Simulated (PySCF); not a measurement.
## Electron correlation in Ar³⁺ (argon, charge +3)

[Ne] 3s2 3p3, high-spin 4S determinant. All numbers are calculated (PySCF 2.14, the spin-free X2C one-electron Hamiltonian (Gaussian nucleus), in x2c-TZVPPall with one added diffuse shell each of s, p, d type (6s6p4d1f, 51 functions)). Frozen: [Ne]; 5 electrons correlated.

| level | correlation energy (mhartree) |
| --- | --- |
| CCSD | -123.62 |
| (T) | -3.16 |
| CCSD(T) | -126.78 |

Diagnostics: T1 = 0.0024, D1 = 0.0063, largest double amplitude 0.059.

Question: Is a single reference adequate?

Answer: Yes: T1 lies below 0.03 and no double amplitude reaches 0.07.
